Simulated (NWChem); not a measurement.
Molecule: CdSiH$_{3}$OCl; SMILES [O]([SiH3])[Cd][Cl]

```xyz
7

Cd     0.1449    -0.3767     0.0005
Cl    -0.2797    -2.6183    -0.0007
O      0.6287     1.5394    -0.0016
Si    -0.3707     2.8797    -0.0001
H     -1.2783     2.9209    -1.2089
H      0.4967     4.1090    -0.0114
H     -1.2609     2.9310     1.2212
```
Atoms are numbered in this order, from 1.

Program: NWChem. Structure relaxed at the PBE-D3(BJ)/def2-SVP level. def2 effective core potentials on Cd; no spin-orbit coupling. Level B3LYP/def2-SVP: energy and gradient on several grids; changes count from the extra-fine grid, which is no exact limit either.

| grid | size of the energy change (μHa) | largest change of a gradient component (μHa/bohr) | time, medium = 1 (rough) |
|---|---|---|---|
| xcoarse | 1000 | 10000 | about 1 |
| coarse | 30 | 200 | about 1 |
| medium | < 10 | 100 | about 1 |
| fine | < 10 | < 30 | about 1 |
| xfine | < 10 | < 30 | 2 |
